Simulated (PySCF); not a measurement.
## Radial density of Pm (promethium, neutral)

revPBE, [Xe] 4f5 6s2, one real determinant. Calculation: PySCF 2.14, in cc-pVDZ-X2C (8s7p5d3f1g, 84 functions); the spin-free X2C one-electron Hamiltonian (Gaussian nucleus).

```
r (bohr)  4πr²ρ (e/bohr)  4πr²(ρα − ρβ)
  0.0179           80.75         0.0021
  0.0302           70.47         0.0046
  0.0508           91.83         0.0094
  0.0854           101.5         0.0079
   0.144           80.01         0.1053
   0.242           83.91         0.8332
   0.406           35.81         3.3015
   0.683           36.60         4.9341
    1.15           11.89         2.9081
    1.93           4.778         0.6028
    3.25          0.8717         0.0702
    5.47          0.3447         0.0014
    9.20         0.01632        -0.0024
    15.5       2.801e-05         0.0000
```

Densities and radii are taken from the X2C orbitals without a picture-change correction, which distorts them close to the nucleus.

⟨L²⟩ = 24.01 against 30 for a pure H term, so this real determinant mixes terms. Spin-orbit coupling, absent here, splits the open shell strongly.

(1) Where is the radial spin density 4πr²(ρα − ρβ) most negative, and why is it negative at all?

## Answers

(1) Around r = 9.20 bohr, down to -0.0024 e/bohr: exchange with the open shell polarises the paired shells in an unrestricted calculation.
